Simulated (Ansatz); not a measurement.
C2H7BrGe, SMILES `C[CH]([GeH3])Br` at its PBE0-D4/def2-TZVP geometry, where that method's forces vanish. The species carries charge 0 and has multiplicity 1.

```xyz
11

C    -0.1723   -0.5076   -1.3452
C     0.6463    0.0567   -0.2079
Ge   -0.3567    0.2590    1.4765
Br    1.3566    1.8187   -0.6924
H    -0.5253   -1.5096   -1.0804
H    -1.0444    0.1143   -1.5566
H     0.4181   -0.5860   -2.2607
H     1.5367   -0.5456   -0.0283
H    -0.8881   -1.1254    1.8995
H    -1.5365    1.2091    1.2280
H     0.5655    0.8164    2.5676
```

Q: What forces (eV/Å) does B3LYP-D4/def2-TZVPP give on these atoms in the Gaussian-basis code of Ansatz? (An estimate is asked.)

A: The calculation gave: 
```
C1  -0.111 -0.104 -0.157
C2   0.115 -0.297  0.090
Ge3 -0.098 -0.011  0.180
Br4  0.179  0.385 -0.122
H5   0.012  0.045 -0.027
H6   0.043 -0.041  0.002
H7  -0.043 -0.005  0.039
H8  -0.089  0.032 -0.014
H9  -0.004 -0.003  0.004
H10  0.001 -0.002  0.004
H11 -0.005  0.000  0.002
```

B3LYP here is the variant with VWN-RPA as its local correlation; programs differ in this.
